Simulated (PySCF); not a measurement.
## UHF on Rb⁺ (rubidium, charge +1)

Configuration: [Kr], closed-shell 1S. Computed with PySCF 2.14 in def2-SVP with the def2 core potential (28 electrons) (5s3p2d, 24 functions), with scalar relativity through the core potential.

```json
{
  "Total energy": "-23.662541 hartree",
  "One-electron energy": "-37.7043 hartree",
  "Hartree (Coulomb) energy": "17.3556 hartree",
  "Exchange energy": "-3.3138 hartree",
  "⟨S²⟩": "0.0000",
  "⟨L²⟩": "0.000",
  "Sum of ⟨r⟩": "13.42 bohr",
  "Sum of ⟨r²⟩": "25.59 bohr²",
  "Time after the integrals": "0.04 s of wall time on 1 thread of Intel(R) Xeon(R) Platinum 8375C CPU @ 2.90GHz (shared host)"
}
```

```tsv
shell	electrons	mean orbital energy (hartree)	rms radius, mean of both spins (bohr)
4s	2	-1.77851	1.58
4p	6	-1.01062	1.85
```

Energies and moments cover only the electrons outside the core potential.
